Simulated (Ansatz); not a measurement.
Basis-set series for C2H7BrInN, SMILES `C[N](C)[InH][Br]`. Charge 0, multiplicity 1. In takes the def2 core potential. All single points use the PBE0-D4/def2-TZVP geometry. It is one conformer, not always the lowest.

| functional | basis | functions | energy (Eh) | HOMO (eV) | LUMO (eV) |
| --- | --- | --- | --- | --- | --- |
| PBE0-D4 | def2-SVP | 135 | -2898.63502 | -6.24 | -1.13 |
| PBE0-D4 | def2-TZVPP | 289 | -2899.10685 | -6.33 | -1.25 |
| ωB97M-V | def2-SVP | 135 | -2898.81308 | -8.48 | 0.43 |
| ωB97M-V | def2-TZVPP | 289 | -2899.29166 | -8.59 | 0.15 |

Give the rows for def2-QZVPP. (Estimate.)

Ansatz gave: 
```
functional       basis  functions  energy (Eh)  HOMO (eV)  LUMO (eV)
   PBE0-D4  def2-QZVPP        552  -2899.16913      -6.35      -1.28
   ωB97M-V  def2-QZVPP        552  -2899.35196      -8.61       0.07
```

Positive LUMOs are unbound and depend on the basis. Scalar relativity is left out up to krypton.
